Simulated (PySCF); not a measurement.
# Ionisation energy of B²⁺ by level of theory

B²⁺ [He] 2s1 (2S) → B³⁺ 1s2 (1S), as a difference of total energies. Computed with PySCF 2.14 in aug-cc-pwCVDZ (5s4p2d, 27 functions), with the non-relativistic Hamiltonian (point nucleus). Correlated levels: valence and next inner shell: nothing frozen. The calculations carry no spin-orbit coupling.

```json
{"method": "UHF", "ionisation energy (eV)": "37.794", "error (eV)": "-0.137"}
{"method": "LDA", "ionisation energy (eV)": "37.868", "error (eV)": "-0.063"}
{"method": "PBE", "ionisation energy (eV)": "38.256", "error (eV)": "+0.325"}
{"method": "PBE0", "ionisation energy (eV)": "38.200", "error (eV)": "+0.269"}
{"method": "r2SCAN", "ionisation energy (eV)": "37.834", "error (eV)": "-0.097"}
{"method": "M06-2X", "ionisation energy (eV)": "38.112", "error (eV)": "+0.181"}
{"method": "HSE06", "ionisation energy (eV)": "38.194", "error (eV)": "+0.263"}
{"method": "BHandHLYP", "ionisation energy (eV)": "38.323", "error (eV)": "+0.392"}
{"method": "PBEsol", "ionisation energy (eV)": "37.953", "error (eV)": "+0.022"}
{"method": "MP2 (valence and next inner shell)", "ionisation energy (eV)": "37.835", "error (eV)": "-0.096"}
{"method": "SCS-MP2 (valence and next inner shell)", "ionisation energy (eV)": "37.826", "error (eV)": "-0.105"}
```

Reference: 37.931 eV (measured; NIST Atomic Spectra Database, ionization energies).

Errors of the correlated levels include the incompleteness of this basis.
